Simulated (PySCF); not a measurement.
Cd(Br)(SMe) (CH3BrCdS), SMILES [Br][Cd][S]C. Atoms are numbered in the order given.

```xyz
7

Cd     0.1819    -0.1823     0.0000
Br    -0.1698     2.2323     0.0000
S      0.5483    -2.5150     0.0000
C     -1.1720    -3.1814     0.0000
H     -1.7302    -2.8870     0.8992
H     -1.0676    -4.2759     0.0000
H     -1.7302    -2.8870    -0.8992
```

Geometry optimised at B3LYP-D3(BJ)/def2-SVP. The structure was generated by enumeration; whether it is a known compound was not checked. The def2 effective core potentials stand for the cores of Cd; spin–orbit coupling is left out. Other conformers were not sampled.

Calculation: PBE/def2-TZVP (PySCF).

Symmetry labels are those of the subgroup Cs that the program uses (full group Cs).

Computed valence orbital energies around the gap with their symmetry:
```tsv
orbital	symmetry	energy (eV)
HOMO−7	A'	-10.73
HOMO−6	A"	-10.60
HOMO−5	A'	-9.20
HOMO−4	A'	-8.55
HOMO−3	A'	-7.09
HOMO−2	A"	-6.94
HOMO−1	A'	-6.92
HOMO	A"	-5.79
LUMO	A'	-2.67
LUMO+1	A'	-1.69
LUMO+2	A"	-1.18
LUMO+3	A'	0.28
```
